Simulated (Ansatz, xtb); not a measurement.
System: SnF$_{3}$, charge 0, multiplicity 2. It need not be the lowest isomer of its formula. SMILES: [F][Sn]([F])[F]
Structure (B3LYP-D3(BJ)/def2-TZVP (Ansatz, an electronic-structure program) minimum search):
```xyz
4

Sn    -0.1353    -0.2000    -0.1024
F     -1.1552     1.4321    -0.0264
F      0.4520    -0.5390     1.7003
F      1.4550     0.2183    -1.1051
```
Charge 0, spin multiplicity 2.

Harmonic wavenumbers from GFN2-xTB (xtb, at its own minimum), cm⁻¹: 25, 67, 67, 296, 296, 307.

**Question.** Give the harmonic wavenumbers at B3LYP-D3(BJ)/def2-TZVP (Ansatz, finite differences of forces, unscaled).

**Answer.** 147, 148, 176, 587, 602, 602 cm⁻¹. Zero-point energy 3.2 kcal/mol.

**Question.** From these and the geometry, give the ideal-gas thermochemistry at 298.15 K and 1 atm (rigid rotor, harmonic oscillator).

**Answer.** Point group C3v, rotational symmetry number 3. Rotational constants 4.54, 4.54, 2.815 GHz. S(trans) 41.40, S(rot) 23.94, S(vib) 9.15, S(elec, spin only) 1.38, S 75.9 cal/(mol K). H(298) - H(0) 3.86 kcal/mol; G - E(el) -15.5 kcal/mol.
